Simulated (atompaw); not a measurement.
**Before and after: PAW (atompaw) potential for rhenium (Re)**

Re (Z = 75), PAW, made with atompaw 4.2.0.5 (PBE, scalar-relativistic). Core [Xe] 4f14, reference 5d5 6s2 6p0. Waves: 6s (bound): rc 3.00 bohr; 6s channel at 0.05 Ry: rc 3.00 bohr; 6p (bound, empty): rc 3.00 bohr; 6p channel at 0.5 Ry: rc 3.00 bohr; 5d (bound): rc 2.45 bohr; 5d channel at -0.05 Ry: rc 3.00 bohr. Local part: bessel scheme, radius 2.40 bohr. Core correction: smooth core density matched at 1.55 bohr. Augmentation charge: sinc compensation charge, radius 2.95 bohr; PAW radius 3.00 bohr; waves and projectors: custom polynom2 7 10 vanderbiltortho.

Change: all radii scaled by about 0.96 (s 2.88, p 2.88, d 2.36 bohr); local potential bessel scheme, radius 2.30 bohr; augmentation sinc compensation charge, radius 2.84 bohr; PAW radius 2.88 bohr; waves and projectors: custom polynom2 7 10 vanderbiltortho; core correction smooth core density matched at 1.48 bohr.

Cutoffs: the cutoffs (Ry, on a coarse ladder) from which the occupation-weighted sum of valence levels, in a spherical-Bessel basis at the reference potential, stays within 10 and 1 mRy of its value at 400 Ry; they do not see the model core or the augmentation charge, which bear on the density cutoff.

What does the change do?

The potential gets softer (30 Ry and 55 Ry → 25 Ry and 40 Ry); neither file shows a bound ghost.

| quantity | base | changed |
| --- | --- | --- |
| cutoff, loose | 30 Ry | 25 Ry |
| cutoff, tight | 55 Ry | 40 Ry |
| bound ghosts | none | none |
| lowest overlap eigenvalue by channel | s 0.84, p 0.98, d 0.18 | s 0.87, p 0.95, d 0.12 |

 The cutoffs see the waves, projectors and local potential, not the compensation charge or the core.
